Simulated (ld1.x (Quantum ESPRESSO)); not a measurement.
## Transferability test, ultrasoft potential for nitrogen

nitrogen (N), ultrasoft, made with ld1.x (Quantum ESPRESSO) 7.5 (PBE, scalar-relativistic). Core [He], reference 2s2 2p2 (charge +1). Waves: 2s (bound): rcut 0.60, rcutus 0.80 bohr; 2s channel at 0.75 Ry: rcut 0.60, rcutus 0.80 bohr; 2p (bound): rcut 1.40, rcutus 1.85 bohr; 2p channel at -0.6 Ry: rcut 1.40, rcutus 1.85 bohr. Local part: all-electron potential smoothed inside 1.50 bohr (lloc = -2). Core correction: none. Augmentation charge: built from norm-conserving waves at rcut, not smoothed further.

Energies are relative to the spin-unpolarised reference configuration 2s2 2p2; without spin polarisation the order of configurations can differ from experiment.

| valence configuration | charge | ΔE all-electron (eV) | error AE − PS (meV) |
| --- | --- | --- | --- |
| 2s2 2p3 | 0 | -13.591 | +15 |
| 2s2 2p1 | +2 | 28.854 | +63 |
| 2s2 2p0 | +3 | 75.936 | +505 |
| 2s1 2p0 | +4 | 153.755 | +821 |
| 2s2 2p3.3 | -0.3 | -15.210 | +20 |

(1) What are ΔE and the potential's error for 2s1 2p3?

(2) What are ΔE and the potential's error for 2s2 2p2.5?

## Answers

(1) ΔE = 11.781 eV all-electron; the error (AE − PS) is +62 meV.

(2) ΔE = -8.498 eV all-electron; the error (AE − PS) is +5.8 meV.
